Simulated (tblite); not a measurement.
Compound: C₅H₁₄BOP.
Numbering: `[CH3:1][CH2:2][CH2:3][O:4][CH2:5][B:6]([CH3:7])[PH2:8]` (hydrogens: H9, H10, H11 on C1; H12, H13 on C2; H14, H15 on C3; H16, H17 on C5; H18, H19, H20 on C7; H21, H22 on P8)

Computed with GFN2-xTB (tblite), gas phase: L-BFGS steps from a force-field or distance-geometry start until the largest atomic force falls under 0.01 eV/Å.

Step 47: E = -697.4728 eV
```
atom  x, y, z in Å  |  force x, y, z in eV/Å
C1      2.8018   -0.1208    0.8624    0.008   0.002   0.002
C2      2.4732   -0.1229   -0.6253    0.017  -0.009   0.028
C3      1.3859    0.9035   -0.9522   -0.020   0.012  -0.009
O4      0.2040    0.7790   -0.2016   -0.021   0.025   0.019
C5     -0.5478   -0.4157   -0.3705   -0.006  -0.008   0.003
B6     -1.9910   -0.1481    0.2318    0.011  -0.052  -0.023
C7     -3.0603   -1.2879    0.4061   -0.015  -0.014   0.005
P8     -2.2424    1.5873    0.8953    0.029  -0.019   0.015
H9      3.6007   -0.8247    1.0829    0.004  -0.012  -0.002
H10     3.1139    0.8727    1.1740    0.028   0.005   0.011
H11     1.9249   -0.3939    1.4444    0.004   0.010   0.004
H12     2.1532   -1.1195   -0.9372   -0.016  -0.005   0.016
H13     3.3598    0.1374   -1.2073    0.001  -0.014   0.005
H14     1.7508    1.9052   -0.7088    0.005   0.021  -0.029
H15     1.1552    0.8659   -2.0302   -0.008  -0.034  -0.004
H16    -0.0472   -1.2584    0.1332   -0.002   0.016  -0.017
H17    -0.5961   -0.6930   -1.4366   -0.003   0.047  -0.007
H18    -2.7541   -2.2589    0.0230    0.020   0.011   0.001
H19    -3.3028   -1.4095    1.4623   -0.002  -0.007  -0.004
H20    -3.9972   -1.0197   -0.0803   -0.034  -0.022  -0.005
H21    -3.5913    1.7412    0.6259   -0.011   0.009   0.017
H22    -1.8036    2.3001   -0.1931    0.012   0.041  -0.025
```

Step 48: E = -697.4735 eV
```
atom  x, y, z in Å  |  force x, y, z in eV/Å
C1      2.8033   -0.1215    0.8643    0.003   0.004  -0.024
C2      2.4733   -0.1226   -0.6227    0.006  -0.014   0.006
C3      1.3859    0.9028   -0.9520   -0.025   0.021  -0.010
O4      0.2026    0.7812   -0.2037   -0.020   0.032   0.049
C5     -0.5486   -0.4136   -0.3720   -0.004  -0.003   0.004
B6     -1.9925   -0.1472    0.2291    0.005  -0.056  -0.020
C7     -3.0603   -1.2888    0.4049   -0.017  -0.010   0.009
P8     -2.2436    1.5873    0.8954    0.036  -0.026   0.018
H9      3.6026   -0.8260    1.0809    0.004  -0.006   0.009
H10     3.1159    0.8725    1.1736    0.025   0.000   0.031
H11     1.9263   -0.3967    1.4450    0.011   0.019   0.018
H12     2.1520   -1.1186   -0.9335   -0.013  -0.021   0.007
H13     3.3594    0.1372   -1.2058    0.002  -0.017   0.004
H14     1.7512    1.9051   -0.7128    0.005   0.031  -0.020
H15     1.1536    0.8621   -2.0290    0.008  -0.037  -0.026
H16    -0.0474   -1.2553    0.1319   -0.002   0.006  -0.007
H17    -0.5936   -0.6904   -1.4378   -0.015   0.037  -0.024
H18    -2.7534   -2.2604    0.0243    0.026   0.012  -0.004
H19    -3.3016   -1.4086    1.4615    0.000  -0.007   0.004
H20    -3.9991   -1.0245   -0.0798   -0.029  -0.016  -0.011
H21    -3.5923    1.7435    0.6278   -0.016   0.008   0.013
H22    -1.8040    2.3019   -0.1912    0.011   0.043  -0.027
```

Step 49: E = -697.4742 eV
```
atom  x, y, z in Å  |  force x, y, z in eV/Å
C1      2.8049   -0.1218    0.8660   -0.003   0.003  -0.026
C2      2.4734   -0.1223   -0.6201   -0.017  -0.010  -0.018
C3      1.3855    0.9026   -0.9517   -0.023   0.021  -0.006
O4      0.2013    0.7838   -0.2043   -0.009   0.027   0.062
C5     -0.5491   -0.4115   -0.3733   -0.003   0.008   0.002
B6     -1.9935   -0.1476    0.2270   -0.010  -0.035  -0.012
C7     -3.0609   -1.2900    0.4038   -0.021  -0.005  -0.001
P8     -2.2435    1.5873    0.8959    0.040  -0.027  -0.006
H9      3.6041   -0.8279    1.0794   -0.004   0.007   0.018
H10     3.1188    0.8727    1.1732    0.020  -0.014   0.046
H11     1.9272   -0.3982    1.4457    0.030   0.033   0.025
H12     2.1501   -1.1180   -0.9292   -0.007  -0.032  -0.002
H13     3.3590    0.1365   -1.2042    0.001  -0.018   0.001
H14     1.7515    1.9056   -0.7174    0.001   0.033  -0.014
H15     1.1513    0.8576   -2.0280    0.019  -0.036  -0.037
H16    -0.0472   -1.2526    0.1297    0.003  -0.007   0.002
H17    -0.5918   -0.6863   -1.4392   -0.023   0.027  -0.036
H18    -2.7524   -2.2617    0.0252    0.026   0.008  -0.010
H19    -3.3008   -1.4087    1.4605   -0.001  -0.007   0.017
H20    -4.0018   -1.0293   -0.0798   -0.010  -0.012  -0.009
H21    -3.5926    1.7452    0.6301   -0.012   0.007   0.012
H22    -1.8038    2.3041   -0.1908    0.000   0.028  -0.007
```

Problem. Estimate the geometry and energy of step 50. (The exact step hangs on the optimiser's Hessian estimate; all steps are aligned on step 49, rigid shifts and turns removed.)

Solution. E = -697.4750 eV, largest force 0.062 eV/Å
```
atom  x, y, z in Å  |  force x, y, z in eV/Å
C1      2.8066   -0.1226    0.8673   -0.004   0.005  -0.026
C2      2.4724   -0.1233   -0.6175   -0.037  -0.003  -0.038
C3      1.3848    0.9024   -0.9517   -0.015   0.019  -0.002
O4      0.2003    0.7884   -0.2034    0.006   0.008   0.056
C5     -0.5496   -0.4073   -0.3739   -0.002   0.014  -0.003
B6     -1.9947   -0.1477    0.2252   -0.025   0.001  -0.003
C7     -3.0607   -1.2914    0.4025   -0.017  -0.002  -0.004
P8     -2.2448    1.5873    0.8965    0.031  -0.019  -0.033
H9      3.6071   -0.8283    1.0774   -0.003   0.010   0.025
H10     3.1200    0.8722    1.1739    0.017  -0.018   0.053
H11     1.9302   -0.4018    1.4473    0.030   0.040   0.036
H12     2.1463   -1.1188   -0.9238   -0.001  -0.035  -0.010
H13     3.3578    0.1331   -1.2028   -0.002  -0.019  -0.005
H14     1.7533    1.9062   -0.7239   -0.004   0.029  -0.010
H15     1.1486    0.8510   -2.0273    0.026  -0.029  -0.036
H16    -0.0469   -1.2483    0.1274    0.008  -0.016   0.005
H17    -0.5909   -0.6789   -1.4407   -0.026   0.019  -0.036
H18    -2.7480   -2.2623    0.0255    0.021   0.000  -0.015
H19    -3.2990   -1.4098    1.4594   -0.003  -0.006   0.022
H20    -4.0036   -1.0354   -0.0806    0.007  -0.010  -0.006
H21    -3.5947    1.7469    0.6312    0.004   0.003   0.015
H22    -1.8049    2.3077   -0.1896   -0.010   0.009   0.015
```

The energy changes by -0.0008 eV. The first-order estimate −F·Δx gives -0.0011 eV and the mean of the old and new forces, exact on a quadratic surface, -0.0008 eV. The step makes an angle of 72° with the force vector and moves no atom by more than 0.008 Å.

What follows is the cost of the whole relaxation. Time: 2.3 s wall. Hardware: one thread of an Arm Neoverse N1, no GPU, on a shared host.
